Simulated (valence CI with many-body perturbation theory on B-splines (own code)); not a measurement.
I37+: key properties

Method: configuration interaction combined with many-body perturbation theory (CI+MBPT): six valence electrons over a frozen Dirac-Fock core [Ne], a basis of 9 s, 9 p, 8 d, 6 f, 3 g, 1 h functions for each j, with the one-electron correlation potential Σ1 (screened to all orders), the two-electron term Σ2, the three-electron term Σ3, Breit, model QED; selected single and double excitations, second order for the rest, scaled by the run's own slope (own B-spline code, finite nucleus).

No measured spectrum was set against this ion. As an estimate, large intervals hold to a few tenths of a per cent, small ones and those within an open d or f shell to about a per cent. Among the levels kept, up to 1500 cm⁻¹ of a level comes from second order outside the variational space, and about a tenth of that is noise between levels of different J, which matters for small intervals.

Levels are named by their leading jj configuration (3d3/2^4 stands for four electrons in 3d with j = 3/2), which in mixed levels can hold well under half, so a name can repeat and another be missing.

Rates and lifetimes use the calculated energies. Strong lines usually hold to 10 to 20 %, long lifetimes can be off by a factor of two.

Problem. What is the ground level?

Solution. (3s^2 3p1/2^2 3p3/2^2) J=2, composition 71 % 3s2 3p4 3P + 27 % 3s2 3p4 1D, g = 1.357.

Problem. What are the static dipole polarisabilities of the lowest levels?

Solution. (3s^2 3p1/2^2 3p3/2^2) J=2 0.0148 (tensor 0.00023); (3s^2 3p1/2^2 3p3/2^2) J=0 0.0147; (3s^2 3p1/2 3p3/2^3) J=1 0.0161 (tensor -0.00057) bohr³, of which the core gives 0.000205.

Problem. Name the longest-lived excited levels whose lifetime is computed, and their main decay.

Solution. (3s^2 3p1/2^2 3p3/2^2) J=0 at 99478 cm⁻¹ lives 164 ms, mostly by E2 to (3s^2 3p1/2^2 3p3/2^2) J=2; (3s^2 3p1/2^2 3p3/2 3d5/2) J=4 at 1372500 cm⁻¹ lives 44.7 μs, mostly by M1 to (3s^2 3p1/2^2 3p3/2 3d3/2) J=3; (3s^2 3p1/2 3p3/2^2 3d5/2) J=4 at 1937800 cm⁻¹ lives 2.06 μs, mostly by M1 to (3s^2 3p1/2^2 3p3/2 3d5/2) J=3.

Problem. Where does the other parity begin?

Solution. At (3s^2 3p1/2^2 3p3/2 3d3/2) J=2, 1217600 cm⁻¹.

Problem. Among levels below 2227800 cm⁻¹, which E1 lines absorb most strongly from the ground level?

Solution. to (3s^2 3p1/2 3p3/2^2 3d3/2) J=3 at 5.022 nm, f = 0.289; to (3s^2 3p1/2 3p3/2^2 3d3/2) J=2 at 5.001 nm, f = 0.227; to (3s^2 3p1/2 3p3/2^2 3d3/2) J=1 at 4.993 nm, f = 0.127.
